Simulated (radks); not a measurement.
The numbers below are computed, except where a source is named.
I2.5+, 50.5 electrons, occupied as [Kr] 4d10 5s2 5p(up 2.5, down 0) (fractional occupations, a model configuration).

Level of theory: scalar-relativistic Kohn-Sham, r2SCAN, spin-polarised, spherical densities, finite nucleus; meta-GGA in the generalised Kohn-Sham scheme; Fermi nuclear charge, rms radius 4.75 fm (a radial shooting solver on a logarithmic mesh with Libxc functionals).

Energy parts (eV):
part                       energy
total                 -193623.493
kinetic                203239.561
electron-nucleus      -467165.526
Hartree                 75223.790
exchange-correlation    -4921.317

Orbitals (lengths in bohr, moments of r in powers of bohr; <r^-3> diverges for s and p1/2; r(max) is where P^2 peaks; r(90%) holds 90 % of the orbital's charge):
\begin{tabular}{lrrrrrr}
orbital & occ. & eigenvalue (eV) & <r^-3> & r(90%) & <1/r> & r(max) \\ \hline
1s up & 1 & -33068.24 & - & 0.0490 & 56.83 & 0.01754 \\
1s down & 1 & -33068.08 & - & 0.0490 & 56.83 & 0.01754 \\
2s up & 1 & -5148.464 & - & 0.181 & 13.04 & 0.09906 \\
2s down & 1 & -5148.445 & - & 0.181 & 13.04 & 0.09906 \\
2p up & 3 & -4620.594 & 5773 & 0.167 & 12.46 & 0.07950 \\
2p down & 3 & -4620.492 & 5773 & 0.167 & 12.46 & 0.07950 \\
3s up & 1 & -1066.876 & - & 0.460 & 4.683 & 0.2852 \\
3s down & 1 & -1066.795 & - & 0.460 & 4.683 & 0.2852 \\
3p up & 3 & -894.6864 & 1108 & 0.467 & 4.445 & 0.2791 \\
3p down & 3 & -894.5747 & 1108 & 0.467 & 4.445 & 0.2791 \\
3d up & 5 & -637.2045 & 151.9 & 0.453 & 4.199 & 0.2321 \\
3d down & 5 & -637.0871 & 151.9 & 0.453 & 4.199 & 0.2321 \\
4s up & 1 & -211.2936 & - & 1.07 & 1.880 & 0.6808 \\
4s down & 1 & -211.0247 & - & 1.07 & 1.878 & 0.6813 \\
4p up & 3 & -157.0232 & 213.4 & 1.16 & 1.723 & 0.7149 \\
4p down & 3 & -156.7845 & 213.0 & 1.16 & 1.722 & 0.7154 \\
4d up & 5 & -77.6066 & 22.29 & 1.40 & 1.442 & 0.7771 \\
4d down & 5 & -77.2302 & 22.43 & 1.39 & 1.447 & 0.7773 \\
5s up & 1 & -42.9310 & - & 2.68 & 0.6943 & 1.677 \\
5s down & 1 & -39.7593 & - & 2.66 & 0.7073 & 1.659 \\
5p up & 2.5 & -30.7227 & 26.68 & 3.10 & 0.5974 & 1.912 \\
5p down & 0 & -27.2560 & 28.05 & 3.05 & 0.6076 & 1.898 \\
\end{tabular}

The highest occupied level is 5p up at -30.723 eV. The electron density at the nucleus is 2.569e+05 e/bohr^3 (large components only). The spin density at the nucleus is -3.420 e/bohr^3 (1s -0.722, 2s 0.295, 3s 0.442, 4s 1.444, 5s -4.879). The density falls to 0.001 e/bohr^3 at r = 3.76 bohr.
